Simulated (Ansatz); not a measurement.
Consider the atomization: `OC1(I)C[SiH2]1` → 2 C• + 5 H• + I• + O• + Si•.

Computed with Ansatz on PBE0-D4/def2-TZVP structures; ΔE is electronic, products minus reactants. CBS: MP2 limit from def2 TZ/QZ plus the TZ coupled-cluster correction, frozen cores. This one scheme is used for every species, atoms too. Functionals use def2-TZVPP. B3LYP here is the variant with VWN-RPA as its local correlation; programs differ in this. No spin–orbit coupling; open shells (•) take unrestricted orbitals. Spin–orbit coupling would lower the free atoms: a little for C, O, Si; strongly for I. Elements past krypton have def2 core potentials. For I outer-core shells are correlated without core-valence functions, so the limit isn't a true one: a few kJ/mol of doubt a bond, and 10 to 20 or more in all where bonds break to atoms. Each species was taken in one conformer, which may not be the lowest.

```
             level  ΔE (kJ/mol)  difference from CCSD(T)/CBS
            PBE-D4       3525.6                         87.6
         r2SCAN-D4       3446.9                          8.9
           PBE0-D4       3445.2                          7.2
          B3LYP-D4       3412.9                        -25.1
           ωB97X-V       3435.3                         -2.7
           ωB97M-V       3429.3                         -8.7
            B2PLYP       3374.4                        -63.6
               PBE       3498.4                         60.4
            r2SCAN       3440.6                          2.6
              PBE0       3422.1                        -15.9
             B3LYP       3368.3                        -69.7
     HF/def2-TZVPP       2357.5                      -1080.5
    MP2/def2-TZVPP       3410.3                        -27.7
SCS-MP2/def2-TZVPP       3371.4                        -66.6
   CCSD/def2-TZVPP       3258.2                       -179.8
CCSD(T)/def2-TZVPP       3328.4                       -109.6
     HF/def2-QZVPP       2362.9                      -1075.1
    MP2/def2-QZVPP       3475.1                         37.1
SCS-MP2/def2-QZVPP       3442.3                          4.3
      HF/CBS(def2)       2363.7                      -1074.3
     MP2/CBS(def2)       3519.9                         81.9
    CCSD/CBS(def2)       3367.8                        -70.2
       CCSD(T)/CBS       3438.0                            0
```

Largest T1 diagnostic among the species: 0.012.

From PBE to PBE0 (25 % exact exchange), in def2-TZVPP and without D4, ΔE moves by −76.4 kJ/mol: exact exchange takes away binding that semilocal exchange gives to molecules. The D4 term adds +44.6 kJ/mol with B3LYP and +23.1 kJ/mol with PBE0; it sums over pairs of atoms, weighted by their polarisabilities, and B3LYP, whose exchange is more repulsive, gets the larger term. In def2-TZVPP, CCSD(T) changes the Hartree–Fock value by +970.9 kJ/mol (the triples alone add +70.2 kJ/mol) and MP2 by +1052.8 kJ/mol; breaking electron pairs costs correlation energy, which Hartree–Fock lacks.

For atomizations the MP2-based limit and the directly extrapolated one differ by several kJ/mol either way, and by 10 to 25 for some Ge, Se and Sn compounds, so smaller differences from it don't rank the levels.
